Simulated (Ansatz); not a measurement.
Relaxation of the cluster Ag₃Br₂ with UKS PBE0-D4/def2-SVP.

```sh
$ ansatz run in.yaml --threads 4 --pin off --events-out ev --progress --plain --max-ram 4787MiB
```

```yaml
crystal:
  periodic: [false, false, false]
  atoms:
    - {symbol: Ag, position_ang: [0.691000, -0.335120, -0.312540]}
    - {symbol: Ag, position_ang: [-0.942050, -2.468150, 0.303040]}
    - {symbol: Ag, position_ang: [-1.633210, 3.359030, 0.853060]}
    - {symbol: Br, position_ang: [0.525050, 2.157960, 0.154710]}
    - {symbol: Br, position_ang: [1.359200, -2.713730, -0.998270]}
basis:
  gaussian: {orbitals: def2-SVP}
magnetization: {spin_polarized: true, initial_magnetization: 1}
hamiltonian: {xc: pbe0, dispersion: d4}
scf: {lower_state_search: "off"}
output: {orbitals: {seedname: orbitals}}
relax: {f_tol: 0.02, max_steps: 100}
```

It took 3 min on 4 threads of Arm Neoverse N1 on a shared host, peak host memory 0.75 GiB.

Positions (Å) and forces (eV/Å) at steps 1, 2, 3, 4, 5, 6, 7, 8, 9, 10, 11, 12, 13, 15 of 15:

```xyz
5
step=1 energy=-152059.1989 eV
Ag    0.691   -0.335   -0.313    0.295    0.151   -0.146
Ag   -0.942   -2.468    0.303   -0.062   -0.187    0.006
Ag   -1.633    3.359    0.853   -0.002   -0.111   -0.017
Br    0.525    2.158    0.155    0.004   -0.035    0.013
Br    1.359   -2.714   -0.998   -0.235    0.183    0.144
5
step=2 energy=-152059.2556 eV
Ag    0.770   -0.291   -0.351    0.141    0.103   -0.063
Ag   -0.977   -2.433    0.320   -0.068   -0.038    0.026
Ag   -1.656    3.238    0.844   -0.068   -0.100    0.003
Br    0.567    2.164    0.155    0.082    0.026   -0.003
Br    1.296   -2.678   -0.968   -0.086    0.009    0.037
5
step=3 energy=-152059.3131 eV
Ag    0.855   -0.234   -0.384    0.053    0.017   -0.021
Ag   -1.027   -2.359    0.344   -0.045    0.067    0.019
Ag   -1.701    3.048    0.832    0.014   -0.176   -0.022
Br    0.652    2.204    0.150    0.023    0.080    0.008
Br    1.222   -2.660   -0.942   -0.046    0.012    0.015
5
step=4 energy=-152059.3705 eV
Ag    0.905   -0.188   -0.398    0.021   -0.034   -0.009
Ag   -1.072   -2.278    0.362   -0.027    0.134    0.009
Ag   -1.728    2.856    0.819    0.136   -0.253   -0.055
Br    0.731    2.249    0.138   -0.080    0.104    0.029
Br    1.164   -2.639   -0.921   -0.050    0.049    0.025
5
step=5 energy=-152059.4445 eV
Ag    0.933   -0.153   -0.401    0.010   -0.023   -0.003
Ag   -1.109   -2.182    0.375   -0.034    0.190    0.009
Ag   -1.729    2.661    0.803    0.186   -0.312   -0.068
Br    0.788    2.288    0.124   -0.114    0.106    0.035
Br    1.118   -2.614   -0.901   -0.049    0.040    0.028
5
step=6 energy=-152059.5429 eV
Ag    0.952   -0.123   -0.403    0.005   -0.002    0.000
Ag   -1.142   -2.075    0.383   -0.049    0.251    0.012
Ag   -1.712    2.467    0.786    0.190   -0.379   -0.070
Br    0.825    2.322    0.113   -0.097    0.104    0.028
Br    1.078   -2.591   -0.880   -0.050    0.026    0.030
5
step=7 energy=-152059.6681 eV
Ag    0.967   -0.095   -0.404    0.003    0.014    0.002
Ag   -1.172   -1.963    0.389   -0.060    0.319    0.013
Ag   -1.685    2.275    0.768    0.185   -0.461   -0.071
Br    0.850    2.354    0.105   -0.069    0.104    0.018
Br    1.039   -2.570   -0.858   -0.060    0.024    0.038
5
step=8 energy=-152059.8226 eV
Ag    0.980   -0.069   -0.405    0.006    0.027    0.003
Ag   -1.200   -1.847    0.394   -0.068    0.392    0.014
Ag   -1.650    2.084    0.748    0.187   -0.555   -0.076
Br    0.868    2.383    0.099   -0.049    0.106    0.010
Br    1.002   -2.551   -0.835   -0.076    0.029    0.049
5
step=9 energy=-152060.0080 eV
Ag    0.993   -0.045   -0.407    0.015    0.037    0.000
Ag   -1.226   -1.727    0.397   -0.076    0.464    0.015
Ag   -1.608    1.894    0.728    0.198   -0.648   -0.083
Br    0.878    2.410    0.094   -0.042    0.108    0.007
Br    0.963   -2.531   -0.812   -0.095    0.039    0.062
5
step=10 energy=-152060.2198 eV
Ag    1.007   -0.021   -0.409    0.035    0.040   -0.007
Ag   -1.250   -1.606    0.399   -0.082    0.507    0.017
Ag   -1.561    1.706    0.706    0.207   -0.703   -0.088
Br    0.882    2.433    0.092   -0.049    0.105    0.007
Br    0.922   -2.512   -0.788   -0.112    0.052    0.072
5
step=11 energy=-152060.4300 eV
Ag    1.019   -0.002   -0.411    0.089    0.065   -0.023
Ag   -1.270   -1.477    0.402   -0.065    0.383   -0.001
Ag   -1.515    1.518    0.685    0.216   -0.581   -0.081
Br    0.877    2.458    0.091   -0.089    0.039    0.009
Br    0.889   -2.497   -0.767   -0.151    0.095    0.096
5
step=12 energy=-152060.5455 eV
Ag    1.063    0.024   -0.423    0.086    0.035   -0.024
Ag   -1.298   -1.366    0.401   -0.033   -0.162   -0.041
Ag   -1.453    1.332    0.664    0.091    0.036    0.004
Br    0.853    2.474    0.090   -0.051    0.053    0.002
Br    0.834   -2.465   -0.733   -0.093    0.038    0.059
5
step=13 energy=-152060.5534 eV
Ag    1.104    0.040   -0.364   -0.023    0.027   -0.043
Ag   -1.398   -1.401    0.232   -0.011    0.055    0.050
Ag   -1.344    1.287    0.820    0.018   -0.063   -0.063
Br    0.810    2.529   -0.032    0.005   -0.030    0.047
Br    0.828   -2.455   -0.655    0.012    0.011    0.008
5
step=15 energy=-152060.5614 eV
Ag    1.087    0.054   -0.413   -0.001    0.001    0.000
Ag   -1.380   -1.421    0.327    0.001    0.009    0.000
Ag   -1.368    1.285    0.717    0.003   -0.009   -0.002
Br    0.844    2.524    0.046   -0.001    0.002    0.000
Br    0.817   -2.442   -0.677   -0.001   -0.002    0.001
```

In the def2 sets Ag takes a core potential; there is no spin–orbit coupling. The relaxation made no stability test and no search for a lower SCF solution. No other spin state of charge 0 was run. The structure comes from a short search, and lower isomers may exist.
